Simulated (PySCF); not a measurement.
**Electronic structure of Nb (niobium, neutral) at the r2SCAN level**

Configuration: [Kr] 4d4 5s1, high-spin 6D determinant. Computed with PySCF 2.14 in aug-cc-pVTZ-DK, with scalar relativity by spin-free X2C-1e.

| Quantity | Value |
| --- | --- |
| Total energy | -3819.25 hartree |
| One-electron energy | -5270.64 hartree |
| Hartree (Coulomb) energy | 1571.37 hartree |
| Exchange-correlation energy | -119.97 hartree |
| ⟨S²⟩ | 8.7522 |
| ⟨L²⟩ | 6.019 |
| Sum of ⟨r⟩ | 31.50 bohr |
| Sum of ⟨r²⟩ | 57.26 bohr² |
| Traceless quadrupole moment −½Σ⟨3z² − r²⟩ along its main axis | -1.58 e·bohr² |
| Langevin diamagnetic susceptibility | -45.4 ×10⁻⁶ cm³/mol |

```csv
shell,electrons,mean orbital energy (hartree),spread (hartree),"rms radius, mean of both spins (bohr)"
1s β,1,-691.69337,0,0.0415
1s α,1,-691.69308,0,0.0415
2s α,1,-97.21693,0,0.171
2s β,1,-97.20117,0,0.171
2p α,3,-86.74387,0.00257,0.152
2p β,3,-86.73258,0.00567,0.152
3s α,1,-16.40209,0,0.473
3s β,1,-16.39540,0,0.473
3p α,3,-12.93970,0.00994,0.480
3p β,3,-12.93139,0.01188,0.480
3d α,5,-7.29185,0.01081,0.475
3d β,5,-7.27745,0.01442,0.475
4s α,1,-2.21908,0,1.24
4s β,1,-2.13629,0,1.24
4p α,3,-1.32516,0.00624,1.40
4p β,3,-1.22619,0.03675,1.40
5s α,1,-0.17160,0,3.82
4d α,4,-0.14494,0.03367,2.43
```

Densities and radii are taken from the X2C orbitals without a picture-change correction, which distorts them close to the nucleus.
